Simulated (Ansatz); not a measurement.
Born–Oppenheimer molecular dynamics of a periodic cell of 36 atoms, H4CO (contents 6 CH3OH, density as packed 0.99 g/cm³ with natural masses). It goes on from the last frame of an earlier run, with new velocities.

All numbers below come from DFT r2SCAN-D3(BJ), scalar-relativistic, plane waves, PAW in Ansatz. Settings: cutoff 500 eV, k mesh 1x1x1, fermi-dirac smearing 0.02 eV, no spin polarisation.

| Property | Result |
| --- | --- |
| ensemble | NVT, Langevin thermostat |
| time step | 0.5 fs |
| steps asked | 90 |
| set temperature | 300 K |
| friction | 0.05 /fs |
| seed | 413550 |

First frame:

```xyz
36
Lattice="6.8513 0.0000 0.0000 0.0000 6.8513 0.0000 0.0000 0.0000 6.8513" Properties=species:S:1:pos:R:3
C 0.108 5.278 5.687
O 0.146 4.083 4.906
H -0.926 5.537 5.883
H 0.789 3.470 5.348
H 0.618 5.093 6.597
H 0.598 6.164 5.262
C 3.416 0.198 4.742
O 3.504 0.813 3.437
H 3.015 -0.798 4.628
H 4.076 1.596 3.667
H 4.419 0.219 5.228
H 2.816 0.766 5.430
C 0.943 2.557 0.999
O 1.566 2.391 -0.293
H -0.102 2.146 0.930
H 2.490 2.064 -0.256
H 1.475 1.988 1.853
H 0.968 3.651 1.267
C 3.507 5.444 0.778
O 3.085 6.787 0.904
H 3.318 5.126 -0.312
H 3.415 7.138 1.740
H 4.599 5.427 0.864
H 2.972 4.755 1.425
C 3.886 3.723 3.744
O 4.559 2.995 4.743
H 2.812 3.684 4.076
H 5.518 3.353 4.804
H 4.149 4.809 3.704
H 3.977 3.243 2.752
C 6.851 6.663 2.417
O 6.184 5.451 2.650
H 6.229 7.245 1.802
H 6.649 4.874 3.250
H 7.010 7.221 3.376
H 7.786 6.574 1.931
```

(1) What does the run give?

(2) What happens to the structure?

(3) How do temperature and energy run in time?

Results:

(1) The run went to its last step.

- steps done: 90
- time covered: 45 fs
- mean temperature over the second half: 273 K
- spread of the potential energy over the second half: 4.6 meV per atom
- mean potential energy of the second half above the start: 7.9 meV per atom

A run of 0.045 ps of so small a system gives no equilibrium averages. Limits of this set-up: coarse k mesh.

(2) Mean squared displacements from the first frame to the last, about the centre of mass: C 0.01 Å², O 0.01 Å², H 0.15 Å². Another seed would give other details.

(3) 
| time (fs) | T (K) | potential energy less start (eV) |
| --- | --- | --- |
| 0.0 | 292 | 0.000 |
| 1.5 | 258 | -0.002 |
| 3.0 | 247 | -0.001 |
| 4.5 | 182 | 0.185 |
| 6.0 | 173 | 0.190 |
| 7.5 | 179 | 0.120 |
| 9.0 | 185 | 0.184 |
| 10.5 | 194 | 0.235 |
| 12.0 | 233 | 0.133 |
| 13.5 | 275 | 0.040 |
| 15.0 | 256 | 0.187 |
| 16.5 | 237 | 0.249 |
| 18.0 | 264 | 0.118 |
| 19.5 | 289 | 0.117 |
| 21.0 | 211 | 0.424 |
| 22.5 | 227 | 0.381 |
| 24.0 | 268 | 0.145 |
| 25.5 | 285 | 0.141 |
| 27.0 | 247 | 0.404 |
| 28.5 | 250 | 0.317 |
| 30.0 | 268 | 0.291 |
| 31.5 | 222 | 0.567 |
| 33.0 | 254 | 0.467 |
| 34.5 | 318 | 0.144 |
| 36.0 | 304 | 0.012 |
| 37.5 | 279 | 0.186 |
| 39.0 | 296 | 0.156 |
| 40.5 | 316 | 0.080 |
| 42.0 | 249 | 0.421 |
| 43.5 | 274 | 0.528 |
| 45.0 | 280 | 0.425 |

Run time: 16 min on 1 thread of Intel(R) Xeon(R) 6975P-C (Granite Rapids), on a shared host, peak memory 1 GiB.
